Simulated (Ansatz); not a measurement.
C₂H₅ClGeO, SMILES `ClC1[CH2][GeH2][O]1`, relaxed with RKS PBE-D4/def2-SVP in Ansatz 0.2.0 from a rough embedded geometry. The force threshold is 0.03 eV/Å; the program also tests the step.

Total charge 0; spin multiplicity 1.

Start:

```xyz
10

Cl   -2.086   -0.474   -1.372
C    -0.406    0.005   -1.075
C    -0.315    0.762    0.210
Ge    0.843   -0.616    0.965
O     0.390   -1.124   -0.774
H     0.031    0.565   -1.922
H     0.240    1.738    0.161
H    -1.246    0.810    0.848
H     2.364   -0.171    1.002
H     0.183   -1.495    1.959
```

Question: By how much does the energy fall, and how many steps does the optimiser take? (An estimate is asked.)

Answer: Ansatz gave: 11.02 kcal/mol, in 12 steps, 1 of them rejected.

Question: Which bonds change most? (Estimate.)

Answer: The calculation gave: Cl1–C2 from 1.772 to 1.863 Å; Ge4–H10 from 1.482 to 1.550 Å; C2–C3 from 1.494 to 1.546 Å.

Question: Give the relaxed structure. (An estimate is asked.)

Answer: Computed: 
```xyz
10

Cl   -2.055   -0.760   -1.148
C    -0.367    0.022   -1.043
C    -0.293    0.878    0.242
Ge    0.815   -0.609    0.935
O     0.631   -0.940   -0.893
H    -0.274    0.558   -2.010
H     0.314    1.793    0.094
H    -1.258    1.129    0.714
H     2.303   -0.357    1.290
H     0.185   -1.715    1.820
```
